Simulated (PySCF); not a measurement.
**Löwdin shares of the frontier orbitals**

C₄H₄B₂ClF₃.
Cartesian coordinates in Å at the PBE0-D3(BJ)/def2-SVP level; atoms count from 1:
```
atom  x, y, z in Å
B1    -0.9448    0.6304    1.3701
C2    -0.6841    0.2040   -0.0903
B3    -1.4490   -0.9307   -0.8245
F4    -2.4595   -1.5645   -0.2683
F5    -1.1063   -1.3029   -2.0458
C6     0.2803    1.0770   -0.9298
C7     0.8071    0.0288   -0.1047
C8     1.8068   -0.6759    0.3901
F9     1.6326   -1.6707    1.2424
Cl10   3.4491   -0.4105   -0.0124
H11   -1.5878   -0.0757    2.1073
H12   -0.4285    1.6410    1.7865
H13    0.2670    0.9121   -2.0121
H14    0.4100    2.1155   -0.6083
```

The calculation used PySCF 2.14.0, density-fitted response routines, TDDFT B3LYP/def2-SVPD, vertical, gas phase, core orbitals frozen in the response.

Frontier orbitals with the atoms that hold most of them (Löwdin shares over 4%, at most four atoms; ? is withheld):

| orbital | ε (eV) | atoms |
| --- | --- | --- |
| HOMO-3 | -9.85 | Cl10 31%, B1 17%, C2 16%, C6 7% |
| HOMO-2 | -9.26 | Cl10 34%, C2 20%, C7 14%, B1 10% |
| HOMO-1 | -9.07 | B1 24%, C6 17%, H11 15%, C2 14% |
| HOMO | -7.53 | ? |
| LUMO | ? | ? |
| LUMO+1 | -0.96 | B3 21%, C7 13%, C8 12%, Cl10 12% |
| LUMO+2 | -0.09 | C7 19%, B3 14%, C8 13%, Cl10 12% |

Question: Give the leading atoms of the HOMO.

Answer: C7 (bonded to 3 C) 28%; C8 (bonded to C, Cl and F) 24%; Cl10 (bonded to C) 21%; F9 (bonded to C) 8%. By element: carbon 52% or more, chlorine 21%, fluorine 8% or more.

Question: Which atoms hold the LUMO, and with what shares?

Answer: B1 (bonded to C and 2 H) 43%; C2 (bonded to 2 B and 2 C) 11%; C8 (bonded to C, Cl and F) 11%; H11 (bonded to B) 8%. By element: boron 43% or more, carbon 22% or more, hydrogen 8% or more.

Question: What is the LUMO energy, and the HOMO–LUMO gap?

Answer: ε(LUMO) = -1.98 eV; the gap is 5.55 eV (0.2039 hartree).

Question: The HOMO–LUMO gap is 5.55 eV. Where does the response calculation put the lowest singlet, and from which orbitals?

Answer: S1 is at 4.78 eV (f = 0.080), 0.77 eV below the gap, made of HOMO→LUMO (90%), HOMO→LUMO+1 (8%). Without the coupling terms of the response equations the lowest excitation would equal the gap.

Question: Give energy, strength and leading configuration of S1, S2, S3 and S4, and follow the Löwdin shares of the leading atoms from the occupied to the empty orbital.

Answer: 
- S1 (4.78 eV, f 0.080), HOMO→LUMO (90%): C7 28% → at most 8%, C8 24% → 11%, B1 at most 9% → 43%, C2 at most 9% → 11%
- S2 (5.68 eV, f 0.073), HOMO→LUMO+1 (81%): C7 28% → 13%, C8 24% → 12%, B3 at most 9% → 21%
- S3 (5.78 eV, f 0.0031), HOMO-1→LUMO (94%): B1 24% → 43%, C6 17% → at most 8%, C2 14% → 11%
- S4 (6.22 eV, f 0.017), HOMO-2→LUMO (79%): Cl10 34% → at most 8%, C2 20% → 11%, B1 10% → 43%

Löwdin shares depend on the basis, the more so with diffuse functions.

One conformer stands for the species.
